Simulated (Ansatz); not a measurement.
This geometry of CH₄OSSi (8 atoms, charge 0, multiplicity 1) is a first-order saddle point.

All numbers below come from RKS B3LYP/STO-3G in Ansatz 0.2.0.

```xyz
8
Properties=species:S:1:pos:R:3
O -0.752 0.335 -1.492
C -0.136 -0.227 -0.351
Si 0.612 0.677 0.960
S -0.612 -1.978 -0.252
H -0.358 1.284 -1.555
H 1.250 1.854 0.397
H 1.597 -0.152 1.623
H -1.601 -1.792 0.670
```

(1) Which two structures does it join? (They come from a converged band through this point; their orientation in space is the band's.)

(2) How far does it lie above each of them?

Answers

(1) No bond is made or broken. The dihedral O1–C2–S4–H8 goes from -2 to 178°.

First end point:

```xyz
8
Properties=species:S:1:pos:R:3
O -1.165 0.417 -0.830
C -0.191 -0.200 -0.018
Si 1.053 0.685 0.929
S -0.694 -1.879 0.297
H -0.785 1.355 -1.004
H 1.518 1.665 -0.048
H 2.135 -0.278 1.061
H -1.871 -1.764 -0.388
```

Last end point:

```xyz
8
Properties=species:S:1:pos:R:3
O -1.328 0.664 -1.022
C -0.464 -0.094 -0.211
Si 0.815 0.623 0.840
S -1.202 -1.710 -0.044
H -0.846 1.566 -1.117
H 1.401 1.600 -0.076
H 1.800 -0.448 0.922
H -0.176 -2.200 0.708
```

(2) 8.3 kcal/mol above the first and 7.9 kcal/mol above the second. This is the barrier of this one path; another mechanism may lie lower. Limits of this set-up: minimal basis.

Run time: 2.2 min on 1 thread of Arm Neoverse N1, on a shared host, peak memory 0.092 GiB.
